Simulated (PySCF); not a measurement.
CH₃BrOTe, SMILES CO[Te]Br.

The structure is a stationary point at B3LYP-D3(BJ)/def2-SVP. The structure was generated by enumeration, and PubChem lists no compound with its InChIKey, so it may never have been made. The def2 effective core potentials stand for the cores of Te; spin–orbit coupling is left out. One conformer was computed; it need not be the lowest.

Two levels are set side by side: TDA-PBE/def2-SVPD (PySCF) and TDA-CAM-B3LYP/def2-SVPD (PySCF). Vertical, same geometry. The lowest singlet is HOMO→LUMO 99 % with PBE and HOMO→LUMO 98 % with the other functional; states are paired by order. Differences are taken from unrounded values.

```json
[
 {"quantity": "lowest singlet excitation (eV)", "TDA-CAM-B3LYP": "2.28"},
 {"quantity": "lowest triplet excitation (TDA) (eV)", "TDA-CAM-B3LYP": "1.58"}
]
```

### Question
What does TDA-PBE give, and how far is it from TDA-CAM-B3LYP? (Estimate from the structure and the level; the computed values follow.)

### Answer

```tsv
quantity	TDA-PBE	TDA-PBE minus TDA-CAM-B3LYP
lowest singlet excitation (eV)	2.14	-0.14
lowest triplet excitation (TDA) (eV)	1.49	-0.09
```

Functionals without exact exchange tend to place singlet excitations lower, as here. Differences between two approximate levels are no errors against the true value.

Rough cost on one machine, each run with all the roots and properties that it gave: TDA-CAM-B3LYP against TDA-PBE about 3 times.
